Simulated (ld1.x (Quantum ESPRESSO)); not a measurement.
Building the PAW potential for manganese (PBEsol, scalar-relativistic).

ld1.x (Quantum ESPRESSO) 7.5 was run on this input:

```
&input
   title='Mn', zed=25., rel=1, dft='PBESOL', iswitch=3,
   config='[Ar] 3d6 4s1 4p0 4f-2',
   nld=4, rlderiv=2.90, eminld=-2.0, emaxld=5.0, deld=0.02
 /
 &inputp
   pseudotype=3, lpaw=.true., tm=.true., lloc=-1, rcloc=2.50,
   nlcc=.true., rcore=1.20,
   which_augfun='PSQ', rmatch_augfun_nc=.true.,
   file_pseudopw='Mn.UPF', file_wfcaegen='ae.wfc', file_wfcncgen='nc.wfc', file_beta='beta', file_chi='chi', file_wfcusgen='us.wfc'
 /
7
4S  1  0   1.00   0.00  2.30  2.65  0.0
4S  1  0   0.00   2.30  2.30  2.65  0.0
4P  2  1   0.00   0.00  2.05  2.65  0.0
4P  2  1   0.00   1.95  2.05  2.65  0.0
3D  3  2   6.00   0.00  1.30  1.40  0.0
3D  3  2   0.00   0.55  1.30  1.40  0.0
4F  4  3  -2.00   0.30  2.10  2.20  0.0
 &test
   configts(1)='3d6 4s1 4p0'
 /
```

Command:

```bash
ld1.x < Mn.in > Mn.out
```

Output (shortened: banner, matrices, multipoles, cross overlaps and the repeated all-electron block are left out):

```
Program LD1 v.7.5

     !!!!!!!!!!!!!!!!!!! WARNING !!!!!!!!!!!!!!!!!!!!!!!
     Message from routine ld1_readin:
     US requires at least two energies per channel 4F
     !!!!!!!!!!!!!!!!!!!!!!!!!!!!!!!!!!!!!!!!!!!!!!!!!!!
     --------------------------- All-electron run ----------------------------

     Mn
     scalar relativistic calculation

     atomic number is 25.00
     dft =PBESOL   lsd =0 sic =0 latt =0  beta=0.20 tr2=1.0E-14
     Exchange-correlation= PBESOL
                           (   1   4  10   8   0   0   0)
     mesh =1187 r(mesh) = 100.09544 a.u. xmin = -7.00 dx = 0.01250
     1 Ry =  13.60569312 eV, c = 137.03599908

     n l     nl                  e(Ry)          e(Ha)          e(eV)
     1 0     1S 1( 2.00)      -471.7469      -235.8735     -6418.4436
     2 0     2S 1( 2.00)       -54.2664       -27.1332      -738.3321
     2 1     2P 1( 6.00)       -45.9396       -22.9698      -625.0400
     3 0     3S 1( 2.00)        -5.9812        -2.9906       -81.3790
     3 1     3P 1( 6.00)        -3.7013        -1.8506       -50.3587
     3 2     3D 1( 6.00)        -0.2492        -0.1246        -3.3910
     4 0     4S 1( 1.00)        -0.3043        -0.1522        -4.1403
     4 1     4P 1( 0.00)        -0.0652        -0.0326        -0.8870

     final scf error:  3.2E-15 reached in  27 iterations

     Etot =   -2314.357796 Ry,   -1157.178898 Ha,  -31488.441945 eV

     Ekin =    2339.578903 Ry,    1169.789452 Ha,   31831.592595 eV
     Encl =   -5534.258779 Ry,   -2767.129389 Ha,  -75297.426607 eV
     Eh   =     982.219043 Ry,     491.109522 Ha,   13363.770884 eV
     Exc  =    -101.896964 Ry,     -50.948482 Ha,   -1386.378818 eV

     normalization and overlap integrals

     s(1S/1S) =  1.000000  <r> =   0.0609  <r2> =    0.0050  r(max) =   0.0400
     s(2S/2S) =  1.000000  <r> =   0.2797  <r2> =    0.0924  r(max) =   0.2331
     s(2P/2P) =  1.000000  <r> =   0.2472  <r2> =    0.0752  r(max) =   0.1885
     s(3S/3S) =  1.000000  <r> =   0.8565  <r2> =    0.8481  r(max) =   0.7361
     s(3P/3P) =  1.000000  <r> =   0.9130  <r2> =    0.9862  r(max) =   0.7547
     s(3D/3D) =  1.000000  <r> =   1.3806  <r2> =    2.7433  r(max) =   0.7739
     s(4S/4S) =  1.000000  <r> =   3.2934  <r2> =   12.6931  r(max) =   2.6343
     s(4P/4P) =  1.000000  <r> =   5.1547  <r2> =   32.3842  r(max) =   3.7853

     ------------------------ End of All-electron run ------------------------

     --------------------- Generating PAW atomic setup --------------------

      Generating local potential from pseudized AE potential:
      Matching radius rcloc =   2.5000

      Local pseudo, rcloc= 2.475 Estimated cut-off energy=     3.96 Ry

      Computing core charge for nlcc:

       r > 1.21 : true rho core
       r < 1.21 : rho core = a sin(br)/r    a=   7.20  b=   2.14

      Integrated core pseudo-charge :   5.70
      Wfc-us  4S rcutus= 2.667  Estimated cut-off energy=     6.26 Ry
      Wfc-us  4S rcutus= 2.667  Estimated cut-off energy=    12.89 Ry
      Wfc-us  4P rcutus= 2.667  Estimated cut-off energy=    10.02 Ry
      Wfc-us  4P rcutus= 2.667  Estimated cut-off energy=    14.42 Ry
      Wfc-us  3D rcutus= 1.393  Estimated cut-off energy=    58.96 Ry
      Wfc-us  3D rcutus= 1.393  Estimated cut-off energy=    64.12 Ry
      Wfc-us  4F rcutus= 2.184  Estimated cut-off energy=    29.09 Ry

     Required augmentation: PSQ   radius:    2.650000

     Q pseudized with Bessel functions
     Expected ecutrho=     359.0499 due to l1=  2   l2=  3

     Estimated PAW energy = -121.532545 Ryd

     ------------------- End of pseudopotential generation -------------------

     Computing logarithmic derivative in   2.89329
     Computing logarithmic derivative in   2.89329
     Computing the partial wave expansion
     R is outside the sphere for l=    0 j= 0.00
     R is outside the sphere for l=    0 j= 0.00
     R is outside the sphere for l=    1 j= 0.00
     R is outside the sphere for l=    1 j= 0.00
     R is outside the sphere for l=    2 j= 0.00
     R is outside the sphere for l=    2 j= 0.00
     R is outside the sphere for l=    3 j= 0.00

     ---------------------- Testing the pseudopotential ----------------------

     Mn
     scalar relativistic calculation

     atomic number is 25.00   valence charge is  7.00
     dft = SLA  PW   PSX  PSC   lsd =0 sic =0 latt =0  beta=0.20 tr2=1.0E-14
     mesh =1187 r(mesh) = 100.09544 xmin = -7.00 dx = 0.01250

     n l     nl             e AE (Ry)        e PS (Ry)    De AE-PS (Ry)
     3 2     3D   1( 6.00)       -0.24924       -0.24926        0.00002
     1 0     4S   1( 1.00)       -0.30431       -0.30432        0.00001
     2 1     4P   1( 0.00)       -0.06519       -0.06521        0.00001

     eps = 1.4E-15  iter =  6

     Etot =   -2314.357796 Ry,   -1157.178898 Ha,  -31488.441945 eV
     Etotps =  -121.532548 Ry,     -60.766274 Ha,   -1653.534555 eV

     Ekin =      68.186328 Ry,      34.093164 Ha,     927.722249 eV
     Encl =    -117.487922 Ry,     -58.743961 Ha,   -1598.504610 eV
     Ehrt =      29.665987 Ry,      14.832994 Ha,     403.626322 eV
     Ecxc =    -101.896941 Ry,     -50.948471 Ha,   -1386.378516 eV
     (Ecc =      -7.223124 Ry,      -3.611562 Ha,     -98.275612 eV)

     ---------------------- End of pseudopotential test ----------------------
```

Generation and configuration tests took about 3.6 s on one core of a shared server CPU.

Transferability test of the new file with ld1.x, input:

```
&input
   title='Mn', zed=25., rel=1, dft='PBESOL', iswitch=2,
   config='[Ar] 3d6 4s1 4p0 4f-2'
 /
 &test
   file_pseudo='Mn.UPF', nconf=8,
   configts(1)='3d6 4s1 4p0',
   configts(2)='3d5 4s2 4p0',
   configts(3)='3d5 4s1 4p0',
   configts(4)='3d5 4s0 4p0',
   configts(5)='3d4 4s2 4p1',
   configts(6)='3d3 4s0 4p0',
   configts(7)='3d4 4s0 4p0',
   configts(8)='3d5 4s1.5 4p0'
 /
```

```bash
ld1.x < Mn.test.in > Mn.test.out
```

Pseudopotential blocks of its output, shortened (energy terms left out; the distinct warnings before each block abridged to one line each):

```
     ---------------------- Testing the pseudopotential ----------------------

     n l     nl             e AE (Ry)        e PS (Ry)    De AE-PS (Ry)
     3 2     3D   1( 6.00)       -0.24924       -0.24926        0.00002
     1 0     4S   1( 1.00)       -0.30431       -0.30432        0.00001
     2 1     4P   1( 0.00)       -0.06519       -0.06521        0.00001

     eps = 1.4E-15  iter =  6

     Etot =   -2314.357796 Ry,   -1157.178898 Ha,  -31488.441945 eV
     Etotps =  -121.532548 Ry,     -60.766274 Ha,   -1653.534555 eV

     ---------------------- End of pseudopotential test ----------------------

          ---------------------- Testing the pseudopotential ----------------------

     n l     nl             e AE (Ry)        e PS (Ry)    De AE-PS (Ry)
     3 2     3D   1( 5.00)       -0.49935       -0.51219        0.01285  !
     1 0     4S   1( 2.00)       -0.37665       -0.37587       -0.00078
     2 1     4P   1( 0.00)       -0.09902       -0.09842       -0.00061

     eps = 4.8E-16  iter =  9

     Etot =   -2314.330920 Ry,   -1157.165460 Ha,  -31488.076280 eV
     Etotps =  -121.500231 Ry,     -60.750115 Ha,   -1653.094851 eV
     dEtot_ae =       0.026876 Ry
     dEtot_ps =       0.032318 Ry,   Delta E=      -0.005442 Ry

     ---------------------- End of pseudopotential test ----------------------

          ---------------------- Testing the pseudopotential ----------------------

     n l     nl             e AE (Ry)        e PS (Ry)    De AE-PS (Ry)
     3 2     3D   1( 5.00)       -1.09763       -1.11255        0.01493  !
     1 0     4S   1( 1.00)       -0.87298       -0.87301        0.00003
     2 1     4P   1( 0.00)       -0.52585       -0.52566       -0.00020

     eps = 1.6E-15  iter = 10

     Etot =   -2313.711153 Ry,   -1156.855577 Ha,  -31479.643927 eV
     Etotps =  -120.880860 Ry,     -60.440430 Ha,   -1644.667884 eV
     dEtot_ae =       0.646642 Ry
     dEtot_ps =       0.651688 Ry,   Delta E=      -0.005046 Ry

     ---------------------- End of pseudopotential test ----------------------

          ---------------------- Testing the pseudopotential ----------------------

     n l     nl             e AE (Ry)        e PS (Ry)    De AE-PS (Ry)
     3 2     3D   1( 5.00)       -1.78459       -1.80464        0.02005  !
     1 0     4S   1( 0.00)       -1.41309       -1.41570        0.00260
     2 1     4P   1( 0.00)       -1.00490       -1.00682        0.00192

     eps = 8.5E-15  iter =  7

     Etot =   -2312.571083 Ry,   -1156.285542 Ha,  -31464.132484 eV
     Etotps =  -119.739590 Ry,     -59.869795 Ha,   -1629.140120 eV
     dEtot_ae =       1.786712 Ry
     dEtot_ps =       1.792958 Ry,   Delta E=      -0.006245 Ry

     ---------------------- End of pseudopotential test ----------------------

          Warning: n=3, l=2 expected 0 nodes, found 1
     ---------------------- Testing the pseudopotential ----------------------

     n l     nl             e AE (Ry)        e PS (Ry)    De AE-PS (Ry)
     3 2     3D   1( 4.00)       -0.95585       -1.00337        0.04752  !
     1 0     4S   1( 2.00)       -0.52892       -0.53100        0.00208
     2 1     4P   1( 1.00)       -0.19238       -0.19258        0.00020

     eps = 2.8E-15  iter = 10

     Etot =   -2313.755543 Ry,   -1156.877772 Ha,  -31480.247880 eV
     Etotps =  -120.896019 Ry,     -60.448009 Ha,   -1644.874132 eV
     dEtot_ae =       0.602253 Ry
     dEtot_ps =       0.636529 Ry,   Delta E=      -0.034277 Ry

     ---------------------- End of pseudopotential test ----------------------

          ---------------------- Testing the pseudopotential ----------------------

     n l     nl             e AE (Ry)        e PS (Ry)    De AE-PS (Ry)
     3 2     3D   1( 3.00)       -4.46030       -4.69208        0.23179  !
     1 0     4S   1( 0.00)       -3.08143       -3.16083        0.07940  !
     2 1     4P   1( 0.00)       -2.50771       -2.57376        0.06605  !

     eps = 9.3E-15  iter =  7

     Etot =   -2306.455933 Ry,   -1153.227966 Ha,  -31380.931622 eV
     Etotps =  -113.413412 Ry,     -56.706706 Ha,   -1543.068075 eV
     dEtot_ae =       7.901863 Ry
     dEtot_ps =       8.119137 Ry,   Delta E=      -0.217274 Ry

     ---------------------- End of pseudopotential test ----------------------

          ---------------------- Testing the pseudopotential ----------------------

     n l     nl             e AE (Ry)        e PS (Ry)    De AE-PS (Ry)
     3 2     3D   1( 4.00)       -3.02539       -3.12042        0.09503  !
     1 0     4S   1( 0.00)       -2.19616       -2.21761        0.02145  !
     2 1     4P   1( 0.00)       -1.70098       -1.71939        0.01841  !

     eps = 2.0E-16  iter =  9

     Etot =   -2310.183860 Ry,   -1155.091930 Ha,  -31431.652658 eV
     Etotps =  -117.299909 Ry,     -58.649954 Ha,   -1595.946564 eV
     dEtot_ae =       4.173936 Ry
     dEtot_ps =       4.232639 Ry,   Delta E=      -0.058704 Ry

     ---------------------- End of pseudopotential test ----------------------

          ---------------------- Testing the pseudopotential ----------------------

     n l     nl             e AE (Ry)        e PS (Ry)    De AE-PS (Ry)
     3 2     3D   1( 5.00)       -0.78570       -0.79934        0.01364  !
     1 0     4S   1( 1.50)       -0.61733       -0.61684       -0.00049
     2 1     4P   1( 0.00)       -0.30280       -0.30226       -0.00054

     eps = 1.4E-15  iter = 10

     Etot =   -2314.083187 Ry,   -1157.041593 Ha,  -31484.705701 eV
     Etotps =  -121.252801 Ry,     -60.626401 Ha,   -1649.728404 eV
     dEtot_ae =       0.274609 Ry
     dEtot_ps =       0.279747 Ry,   Delta E=      -0.005138 Ry

     ---------------------- End of pseudopotential test ----------------------
```
